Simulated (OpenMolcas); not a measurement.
Cr3+: effect of the basis set

```yaml
Program: OpenMolcas 26.06
Method: "MS-CASPT2, IPEA 0.25 Eh, imaginary shift 0.1 Eh (closed shells correlated: 3s 3p)"
Active_space: 3 electrons in 5 orbitals (3d)
State_averaging: 2S+1 = 4 even, 10 roots; 2S+1 = 2 even, 40 roots
Spin-orbit_coupling: RASSI with atomic mean-field integrals over the reference wave functions, term energies averaged over their components
```

A. ANO-R1 [5s3p3d1f], X2C, finite nucleus; CASPT2 step roughly 6 core-seconds
B. ANO-R2 [6s4p4d2f], X2C, finite nucleus; CASPT2 step about 11 core-seconds
C. ANO-L-VTZP [6s5p3d2f1g], non-relativistic, point nucleus; CASPT2 step about 10 core-seconds
D. ANO-RCC-VTZP [6s5p3d2f1g], DKH2, point nucleus; CASPT2 step of the order of 6 core-seconds
E. ANO-R3 [7s5p5d3f1g], X2C, finite nucleus; CASPT2 step about 10 core-seconds
F. ANO-RCC-VQZP [7s6p4d3f2g1h], DKH2, point nucleus; CASPT2 step roughly 16 core-seconds

Energies in cm⁻¹ above 3d³ ⁴F_3/2, the measured ground level; measured values from Sugar and Corliss, J. Phys. Chem. Ref. Data 6, 317 (1977).

| Level | A | B | C | D | E | F | Measured |
| --- | --- | --- | --- | --- | --- | --- | --- |
| 3d³ ⁴F_3/2 | 0.0 | 0.0 | 0.0 | 0.0 | 0.0 | 0.0 | 0.0 |
| 3d³ ⁴F_5/2 | 247 | 250 | 266 | 247 | 244 | 248 | 236 |
| 3d³ ⁴F_7/2 | 586 | 590 | 629 | 583 | 578 | 586 | 556 |
| 3d³ ⁴F_9/2 | 1007 | 1013 | 1078 | 1001 | 992 | 1006 | 946 |
| 3d³ ⁴P_1/2 | 15310 | 14660 | 14800 | 14610 | 14650 | 14470 | 14059 |
| 3d³ ⁴P_3/2 | 15420 | 14770 | 14910 | 14710 | 14750 | 14570 | 14177 |
| 3d³ ⁴P_5/2 | 15700 | 15060 | 15230 | 15000 | 15040 | 14860 | 14471 |
| 3d³ ²G_7/2 | 16280 | 15440 | 15220 | 15110 | 15100 | 14660 | 15052 |
| 3d³ ²G_9/2 | 16640 | 15800 | 15600 | 15470 | 15450 | 15020 | 15402 |
| 3d³ ²P_3/2 [62 %] | 21200 | 20080 | 19980 | 19730 | 19640 | 19300 |  |
| 3d³ ²P_1/2 | 21270 | 20210 | 20030 | 19740 | 19660 | 19320 | 19519 |
| 3d³ ²D_3/2(1) [63 %] | 22450 | 21270 | 21310 | 21050 | 20910 | 20590 | 20650 |
| 3d³ ²D_5/2(1) | 22500 | 21260 | 21370 | 21150 | 21000 | 20690 | 20664 |
| 3d³ ²H_9/2 | 22990 | 22060 | 21700 | 21470 | 21410 | 20960 | 21066 |
| 3d³ ²H_11/2 | 23270 | 22340 | 21990 | 21740 | 21680 | 21240 | 21321 |
| 3d³ ²F_7/2 | 37240 | 35740 | 35570 | 35200 | 34920 | 34600 | 34363 |
| 3d³ ²F_5/2 | 37390 | 35890 | 35730 | 35350 | 35070 | 34750 | 34556 |
| 3d³ ²D_5/2(2) | 58070 | 55440 | 55740 | 55160 | 54460 | 54190 | 52975 |
| 3d³ ²D_3/2(2) | 58250 | 55630 | 55940 | 55350 | 54660 | 54380 | 53142 |

Deviations, from unrounded energies. A percentage is the sum of absolute deviations over the sum of measured energies, with the sign that they share, or ± where signs differ.

```
                        Against measurement  Levels     A     B      C     D     E     F
             mean absolute deviation (cm-1)      17  1800   840    820   570   440   320
      fine structure of the ground term (%)       3  +5.9  +6.7  +13.6  +5.4  +4.4  +5.9
other terms of the ground configuration (%)      14  +8.9  +4.0   +3.9  +2.8  +2.1  ±1.5
```

F lies closest to measurement on these levels and A furthest from it. The largest miss of F in the table is 3d³ ²D_3/2(2), by +1200 cm-1. The ranking rests on the paired levels alone, and a cruder setting can come out closer through cancelling errors.

The two smallest mean deviations differ by little beside CASPT2's spread within terms, so their order carries little weight.

Among A to F the level of the table that moves most is 3d³ ²D_5/2(2), by 3900 cm-1 (lowest in F, highest in A). Moves below CASPT2's spread within the term are not significant.

CASPT2 does not keep the components of a term degenerate, so their means are used; among the terms shown or strongly mixed into the levels shown the widest spread is 1100 cm-1 (3d³ ⁴F, C). The basis is small and was not contracted for so high a charge (holds for A). The CASPT2 spread within a term exceeds the gap to the next term for 3d³ ⁴P and 3d³ ²G, so the order of their levels is uncertain (holds for F). Computed and measured levels are paired by configuration, term and J; levels that our copy of the source lacks, or whose pairing is in doubt (as where it misses far off the trend of its configuration), stay unpaired and out of the deviations. Only configurations of the active space appear.

A share in square brackets marks a mixed level and gives the weight of the term that names it, the lowest over the columns. A number in round brackets counts repeated terms of one configuration in the order of the reference energies.
